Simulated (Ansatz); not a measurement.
Relaxation of H6O4W (11 atoms, charge 0, multiplicity 1), to a largest force component of 0.03 eV/Å in at most 50 steps.

All numbers below come from Ansatz 0.2.0, RKS PBE0-D4/def2-mTZVP.

```xyz
11
Properties=species:S:1:pos:R:3
W -0.673 -0.052 -0.313
H 1.964 0.371 0.874
H 2.118 -0.239 0.546
O -0.427 1.716 0.332
H -0.775 2.374 -0.303
O -2.546 -0.131 -0.126
H -2.802 -0.081 0.821
O -0.184 -1.798 0.204
H 0.288 -2.027 1.009
O 0.393 0.159 -1.870
H 1.320 0.374 -1.664
```

Q: Where does it end, and by what steps?

A: The forces met the threshold. The force dipped under the threshold on the way, but the program's further checks kept it going. After 22 steps the energy has fallen by 0.176 eV; H3 moved furthest, 1.50 Å.

```csv
step,energy less start (eV),largest force component (eV/Å),accepted
0,0.0000,1.220,yes
1,-0.0799,0.119,yes
2,-0.1045,0.546,yes
3,-0.1327,0.315,yes
4,-0.1477,0.088,yes
5,-0.1524,0.134,yes
6,-0.1539,0.249,yes
7,-0.1559,0.089,yes
8,-0.1555,0.095,no
9,-0.1566,0.017,yes
10,-0.1578,0.109,yes
11,-0.1580,0.228,yes
12,-0.1590,0.085,yes
13,-0.1600,0.039,yes
14,-0.1618,0.107,yes
15,-0.1635,0.148,yes
16,-0.1659,0.171,yes
17,-0.1688,0.176,yes
18,-0.1706,0.177,yes
19,-0.1728,0.142,yes
20,-0.1746,0.066,yes
21,-0.1753,0.043,yes
22,-0.1756,0.012,yes
```

```xyz
11
Properties=species:S:1:pos:R:3
W -0.720 0.047 -0.536
H 1.975 -0.168 1.633
H 2.437 -0.670 1.942
O -0.499 1.883 -0.124
H -1.152 2.423 -0.615
O -2.415 -0.156 0.265
H -2.362 -0.018 1.232
O 0.067 -1.594 -0.067
H 0.806 -1.679 0.542
O -0.198 0.163 -2.344
H 0.740 0.434 -2.419
```

Whether the end is a true minimum wasn't checked by a vibrational analysis.

Run time: 56 s on 4 threads of Arm Neoverse V2, on a shared host, peak memory 0.4 GiB.
